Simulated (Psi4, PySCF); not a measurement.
C3H2N, doublet, geometry from GFN2-xTB, atoms displaced at random by about 0.03 Å a coordinate. Base run: PySCF with TPSS/6-31G, gradient.

Input for PySCF:
```python
from pyscf import gto, scf, dft

mol = gto.M(
    atom='''
C    -0.16128756   -1.70510515   -0.02920039
C     0.56705591   -0.57016139   -0.02964434
C    -0.09316347    0.77324618    0.01022039
H     0.11422755   -2.73859326    0.07062385
H     1.61372757   -0.48994609   -0.07105837
N    -0.55396226    1.76367183   -0.00308737
''',
    basis='6-31g',
    spin=1,
    verbose=3,
)

mf = dft.UKS(mol)
mf.xc = 'tpss'
mf.kernel()
g = mf.nuc_grad_method()
grad = g.kernel()
```

Programs used: Psi4, PySCF; a row that names a program was run with it.

The coordinate followed is y of atom 2.

The base run was repeated with changes; each row names its change, and settings that it needs were set with it.

```
change                                                  dE/dx (Eh/bohr)  net force (Eh/bohr)
------------------------------------------------------  ---------------  -------------------
base                                                          -0.023407             0.000020
finite difference step (bohr) = 0.01; conv_tol = 1e-11        -0.023455                    -
finite difference step (bohr) = 1e-4; conv_tol = 1e-11        -0.023450                    -
grids.level = 1; grid_response = on                           -0.023414             0.000000
finite difference step (bohr) = 0.05; conv_tol = 1e-11        -0.023572                    -
density fitting = on; auxbasis_response = off                 -0.023330             0.001098
code = psi4                                                   -0.023446             0.000015
density fitting = on                                          -0.023408             0.000020
conv_tol = 1e-11                                              -0.023406             0.000020
conv_tol = 1e-4                                               -0.022727             0.000020
grids.level = 5; grid_response = off                          -0.023431             0.000008
grids.level = 0; grid_response = on                           -0.027767             0.000000
```

The net force is zero for an exact gradient.

Open shells are given as the SCF converged; they aren't shown to be the lowest states, and a large step between rows can be another state.
